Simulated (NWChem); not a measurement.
Everything below was run with NWChem. System: AgCl, charge 0, spin multiplicity 1, at a geometry optimised with PBE0/def2-SVP with def2 effective core potentials on Ag. The structure started from a generated list of species. Level: MP2/def2-TZVP with def2 effective core potentials on Ag, 9 core orbitals frozen.

Job file:

```
start mol
memory heap 200 mb stack 900 mb global 1100 mb
geometry units angstroms nocenter noautoz
  Ag     0.000000     0.000000    -0.611222
  Cl     0.000000     0.000000     1.689850
  symmetry group C2v
end
basis spherical
  * library def2-tzvp
end
ecp
  Ag library def2-ecp
end
scf
  rhf
  nopen 0
  maxiter 100
  thresh 1e-7
  semidirect memsize 60000000 filesize 0
end
mp2
  freeze core 9
end
task mp2 energy
```

NWChem printed:

```
             Northwest Computational Chemistry Package (NWChem) 7.3.0
             --------------------------------------------------------

                                NWChem Input Module
                                -------------------

 Scaling coordinates for geometry "geometry" by  1.889725989
 (inverse scale =  0.529177249)

 Turning off AUTOSYM since
 SYMMETRY directive was detected!

                             Geometry "geometry" -> ""
                             -------------------------

 Output coordinates in angstroms (scale by  1.889725989 to convert to a.u.)

  No.       Tag          Charge          X              Y              Z
 ---- ---------------- ---------- -------------- -------------- --------------
    1 Ag                  47.0000     0.00000000     0.00000000    -0.61122200
    2 Cl                  17.0000     0.00000000     0.00000000     1.68985000

 Effective nuclear repulsion energy (a.u.)     183.7459331784

            Nuclear Dipole moment (a.u.)
            ----------------------------
        X                 Y               Z
 ---------------- ---------------- ----------------
     0.0000000000     0.0000000000     0.0000302356

      Symmetry information
      --------------------

 Group name             C2v
 Group number             16
 Group order               4
 No. of unique centers     2

      Symmetry unique atoms

     1    2


 Summary of "ao basis" -> "" (spherical)
 ------------------------------------------------------------------------------
       Tag                 Description            Shells   Functions and Types
 ---------------- ------------------------------  ------  ---------------------
 *                         def2-tzvp                  on all atoms

 Summary of "ao basis" -> "ao basis" (spherical)
 ------------------------------------------------------------------------------
       Tag                 Description            Shells   Functions and Types
 ---------------- ------------------------------  ------  ---------------------
 Ag                        def2-tzvp                14       40   6s4p3d1f
[...]
     1   1 0 0     -0.000000      0.000000      0.000000
     1   0 1 0      0.000000      0.000000      0.000000
     1   0 0 1     -2.823828      0.000000     32.341209

     2   2 0 0    -23.023890      0.000000      0.000000
     2   1 1 0     -0.000000      0.000000      0.000000
     2   1 0 1      0.000000      0.000000      0.000000
     2   0 2 0    -23.023890      0.000000      0.000000
     2   0 1 1      0.000000      0.000000      0.000000
     2   0 0 2    -25.795825      0.000000    198.705930

                   NWChem MP2 Semi-direct Energy/Gradient Module
                   ---------------------------------------------

  Basis functions       =     77
  Molecular orbitals    =     77
  Frozen core           =      9
  Frozen virtuals       =      0
  Active alpha occupied =      9
  Active beta occupied  =      9
  Active alpha virtual  =     59
  Active beta virtual   =     59
  Use MO symmetry       = T
  Use skeleton AO sym   = T

  AO/Fock/Back tols     =   1.0D-09  1.0D-09  1.0D-09

 GA uses MA = F    GA memory limited = T

 Available:
  local mem=  1.26D+08
 global mem=  1.44D+08
 local disk=  0.00D+00
  mp2_memr nvloc                    59
  nvloc new                    59
   1 passes of   9:        4194304                      38634                   5395725.
   1 passes of   9: M    126139821           G      144167342           F     121945517.

 Semi-direct pass number   1 of   1  for RHF alpha+beta  at        0.8s
  vrange nnbf                  2983
  mp2_eaftype                    20  avail_ma_in_mb                  1099
 EAF : mp2_eaftype filesize          20    2697863.
  mp2_eaf for mointskh                     20
Node 0 wrote     12.7 Mb in      0.0 s     Agg I/O rate:  2233.6 Mb/s
 Done moints_semi at        1.9s
  mp2_eaftype                    20  avail_ma_in_mb                  1079
 EAF : mp2_eaftype filesize          20    2697863.
  mp2_eaf for kh                    20
 Done maket at        1.9s
 Done multipass loop at        1.9s

          -------------------------------------------
          SCF energy                -605.671713657337
          Correlation energy          -0.482412001292
          Singlet pairs               -0.247077482530
          Triplet pairs               -0.235334518762
          Total MP2 energy          -606.154125658628
          -------------------------------------------

          ---------------------------------------------------
                    Spin Component Scaled (SCS) MP2
          Same spin pairs                     -0.156889679175
          Same spin scaling factor             0.333333333333
          Opposite spin pairs                 -0.325522322117
          Opposite spin scaling fact.          1.200000000000
          SCS-MP2 correlation energy          -0.442923346265
          Total SCS-MP2 energy              -606.114637003602
          ---------------------------------------------------

 -----------------------
 Performance information
 -----------------------

 Timer overhead =  9.67D-08 seconds/call

               Nr. of calls         CPU time (s)                 Wall time (s)                GFlops
             ---------------    -------------------     ------------------------------   -------------------
Name         Min   Avg   Max    Min     Avg     Max     Min     Avg     Max   Mx/calls   Min     Max     Sum
mp2: moin     1     1     1    1.1     1.1     1.1      1.1     1.1     1.1     1.1      0.0     0.0     0.0
mp2: make     1     1     1   4.45E-2 4.45E-2 4.45E-2  4.45E-2 4.45E-2 4.45E-2 4.45E-2   0.0     0.0     0.0
mp2: tota     1     1     1    1.2     1.2     1.2      1.2     1.2     1.2     1.2      0.0     0.0     0.0

 The average no. of pstat calls per process was 3.00D+00
 with a timing overhead of 2.90D-07s

 Task  times  cpu:        1.9s     wall:        1.9s

 Total times  cpu:        1.9s     wall:        1.9s
```
